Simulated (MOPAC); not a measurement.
MOPAC input (PM3):

```
PM3 FORCE THERMO(298,298) PRECISE LET CHARGE=-1 GEO-OK AUX(PRECISION=9) THREADS=1
CH5BNO2

C    -1.80592490 1    0.06801747 1   -0.59710212 1
N    -0.64729512 1   -0.78317611 1   -0.33844872 1
B     0.65807328 1   -0.09079387 1    0.27654819 1
O     1.43974799 1   -0.63444588 1    1.11785024 1
O     0.95407923 1    1.21346593 1   -0.22979592 1
H    -2.39609241 1    0.34021609 1    0.29495720 1
H    -1.46831833 1    1.00777133 1   -1.06522067 1
H    -2.50183922 1   -0.42132186 1   -1.29752514 1
H    -0.93541427 1   -1.57896716 1    0.18901595 1
H     0.29843235 1    1.53024747 1   -0.83722396 1
```

Output:

```
 *******************************************************************************
 **                                                                           **
 **                              MOPAC v23.2.5                                **
 **                                                                           **
 *******************************************************************************
 ** MOPAC's Digital Object Identifier: https://doi.org/10.5281/zenodo.6511958 **
 **                                                                           **
 ** Please cite the open-source release paper for use of this MOPAC version:  **
 ** J. E. Moussa and J. J. P. Stewart (2026)                                  **
 ** MOPAC: An open-source semiempirical molecular orbital program             **
 ** J. Open Source Softw., 11(119), 8025, https://doi.org/10.21105/joss.08025 **
 *******************************************************************************

                              PM3 CALCULATION RESULTS

 *******************************************************************************
 *  PM3        - The PM3 Hamiltonian to be used
 *  GEO-OK     - OVERRIDE INTERATOMIC DISTANCE AND OTHER SAFETY CHECKS
 *
 *
 *
 *                 CHARGE ON SYSTEM = -1
 *
 *
 *
 *  LET        - OVERRIDE SOME SAFETY CHECKS
 *  PRECISE    - TIGHTER CRITERIA TO BE USED
 *  FORCE      - FORCE CALCULATION SPECIFIED
 *  AUX        - OUTPUT AUXILIARY INFORMATION
 *  THERMO     - THERMODYNAMIC QUANTITIES TO BE CALCULATED
 *******************************************************************************
PM3 FORCE THERMO(298,298) PRECISE LET CHARGE=-1 GEO-OK AUX(PRECISION=9) THREADS=1
 CH5BNO2

   ATOM   CHEMICAL          X               Y               Z
  NUMBER   SYMBOL      (ANGSTROMS)     (ANGSTROMS)     (ANGSTROMS)

     1       C         -1.80592490  *   0.06801747  *  -0.59710212  *
     2       N         -0.64729512  *  -0.78317611  *  -0.33844872  *
     3       B          0.65807328  *  -0.09079387  *   0.27654819  *
     4       O          1.43974799  *  -0.63444588  *   1.11785024  *
     5       O          0.95407923  *   1.21346593  *  -0.22979592  *
     6       H         -2.39609241  *   0.34021609  *   0.29495720  *
     7       H         -1.46831833  *   1.00777133  *  -1.06522067  *
     8       H         -2.50183922  *  -0.42132186  *  -1.29752514  *
     9       H         -0.93541427  *  -1.57896716  *   0.18901595  *
    10       H          0.29843235  *   1.53024747  *  -0.83722396  *

          CARTESIAN COORDINATES

    NO.       ATOM           X           Y           Z

     1         C         -1.8059      0.0680     -0.5971
     2         N         -0.6473     -0.7832     -0.3384
     3         B          0.6581     -0.0908      0.2765
     4         O          1.4397     -0.6344      1.1179
     5         O          0.9541      1.2135     -0.2298
     6         H         -2.3961      0.3402      0.2950
     7         H         -1.4683      1.0078     -1.0652
     8         H         -2.5018     -0.4213     -1.2975
[...]

 VIBRATION         20   20A           ATOM PAIR      ENERGY CONTRIBUTION    RADIAL
 FREQUENCY          2981.66         C  1 -- H  6         +65.2% ( 83.4%)     98.4%
 TRANSITION DIPOLE   0.4959         C  1 -- H  8         +28.4% ( 55.0%)     92.2%
 TRAVEL (Ang.)       0.2053         C  1 -- H  7          +5.4% ( 24.0%)     58.1%
 REDUCED MASS        0.5367         C  1 -- N  2          +1.0% ( 10.3%)      0.4%
 EFFECTIVE MASS      1.5016
 FORCE CONSTANT      2.8114

 VIBRATION         21   21A           ATOM PAIR      ENERGY CONTRIBUTION    RADIAL
 FREQUENCY          3000.14         C  1 -- H  7         +61.0% ( 80.6%)     98.3%
 TRANSITION DIPOLE   0.3078         C  1 -- H  8         +34.0% ( 60.2%)     93.7%
 TRAVEL (Ang.)       0.2079         C  1 -- H  6          +3.9% ( 20.4%)     46.4%
 REDUCED MASS        0.5202         C  1 -- N  2          +1.1% ( 10.8%)      0.0%
 EFFECTIVE MASS      1.5193
 FORCE CONSTANT      2.7589

 VIBRATION         22   22A           ATOM PAIR      ENERGY CONTRIBUTION    RADIAL
 FREQUENCY          3091.59         C  1 -- H  8         +37.4% ( 58.7%)     98.5%
 TRANSITION DIPOLE   0.3537         C  1 -- H  7         +32.8% ( 55.0%)     97.9%
 TRAVEL (Ang.)       0.2572         C  1 -- H  6         +29.5% ( 52.1%)     97.6%
 REDUCED MASS        0.3298         C  1 -- N  2          +0.3% (  4.8%)     97.7%
 EFFECTIVE MASS      1.1225
 FORCE CONSTANT      1.8570

 VIBRATION         23   23A           ATOM PAIR      ENERGY CONTRIBUTION    RADIAL
 FREQUENCY          3392.61         N  2 -- H  9         +98.8% (100.0%)    100.0%
 TRANSITION DIPOLE   0.2170         C  1 -- N  2          +0.6% (  7.9%)     11.0%
 TRAVEL (Ang.)       0.1454         N  2 -- B  3          +0.6% (  7.9%)     16.2%
 REDUCED MASS        0.9397
 EFFECTIVE MASS      1.4193
 FORCE CONSTANT      6.3722

 VIBRATION         24   24A           ATOM PAIR      ENERGY CONTRIBUTION    RADIAL
 FREQUENCY          3873.10         O  5 -- H 10         +99.6% (100.0%)     99.9%
 TRANSITION DIPOLE   0.0797         B  3 -- O  5          +0.4% (  6.2%)     16.6%
 TRAVEL (Ang.)       0.1355
 REDUCED MASS        0.9477
 EFFECTIVE MASS      1.3856
 FORCE CONSTANT      8.3758

      SYMMETRY NUMBER FOR POINT-GROUP C1  =  1

          SYSTEM IS A GROUND STATE

 CH5BNO2

          MOLECULE IS NOT LINEAR

          THERE ARE 24 GENUINE VIBRATIONS IN THIS SYSTEM
          THIS THERMODYNAMICS CALCULATION IS LIMITED TO
          MOLECULES WHICH HAVE NO INTERNAL ROTATIONS

                    CALCULATED THERMODYNAMIC PROPERTIES
                                          *
   TEMP. (K)   PARTITION FUNCTION   H.O.F.    ENTHALPY  HEAT CAPACITY ENTROPY
                                   KCAL/MOL   CAL/MOLE    CAL/K/MOL  CAL/K/MOL

 298.00  VIB.     0.1361D+02                  2079.1254    14.6748    12.1651
         ROT.     0.9078D+05                   888.2803     2.9808    25.6670
         INT.     0.1235D+07                  2967.4057    17.6557    37.8321
         TRA.     0.6138D+27                  1480.4672     4.9680    38.8128
         TOT.                     -194.400    4447.8729    22.6237    76.6450

   *: NOTE: HEATS OF FORMATION ARE RELATIVE TO THE
            ELEMENTS IN THEIR STANDARD STATE AT 298K
              (=  Standard Enthalpy of Formation).

            Hvib:  Zero-point energy is not included.
                   frequencies of less than zero cm-1 are not included.
            Hrot = (3/2)RT
            Htra = (3/2)RT + pV = (5/2)RT

            Heat capacity is Cp, not Cv

          For more information, see: HTTP://OpenMOPAC.net/Manual/thermochemistry.html

           FORCE CONSTANT IN CARTESIAN COORDINATES (Millidynes/A)

    ATOM   CHEMICAL       X               Y               Z
   NUMBER   SYMBOL  FORCE CONSTANT  FORCE CONSTANT  FORCE CONSTANT

      1       C        8.075696        8.092998        7.804828
      2       N        7.500827        5.769401        4.811423
      3       B       10.341224        4.867501        5.078316
      4       O        8.989721        1.048832        3.027097
      5       O        7.297425        3.965667        3.041762
      6       H        1.361297        0.847072        4.205945
      7       H        1.129589        2.819110        2.579151
      8       H        1.125891        4.255663        1.052960
      9       H        1.430139        2.615105        3.457791
     10       H        6.222598        1.204810        1.755452

 **********************
 *                    *
 * JOB ENDED NORMALLY *
 *                    *
 **********************

 == MOPAC DONE ==
```

The dipole moment of an ion depends on the origin.
